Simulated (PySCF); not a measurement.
# How methods differ on the excitation energy of Pt

Pt [Xe] 4f14 5d9 6s1 (3D) → Pt [Xe] 4f14 5d9 6p1 (high-spin determinant), as a difference of total energies. All numbers are calculated (PySCF 2.14, a scalar-relativistic core potential, in aug-cc-pVTZ-PP with ECP60MDF). Correlated levels: valence: 5s2 5p6 frozen. The calculations carry no spin-orbit coupling.

```json
{"method": "UHF", "excitation energy (eV)": "4.001"}
{"method": "LDA", "excitation energy (eV)": "5.010"}
{"method": "PBE", "excitation energy (eV)": "4.792"}
{"method": "PBE0", "excitation energy (eV)": "4.668"}
{"method": "r2SCAN", "excitation energy (eV)": "4.863"}
{"method": "B97-3", "excitation energy (eV)": "4.708"}
{"method": "LC-wPBE", "excitation energy (eV)": "4.533"}
{"method": "BP86", "excitation energy (eV)": "4.829"}
{"method": "wB97M-V", "excitation energy (eV)": "4.543"}
{"method": "MP2 (valence)", "excitation energy (eV)": "4.794"}
{"method": "SCS-MP2 (valence)", "excitation energy (eV)": "4.699"}
```

Q: How much does correlation contribute at MP2 (valence)?

A: 4.794 − (4.001) = 0.793 eV, measured against UHF.

The determinant of the upper state mixes LS terms, which raises its energy above the lowest term, most at the Hartree-Fock and MP2 levels.
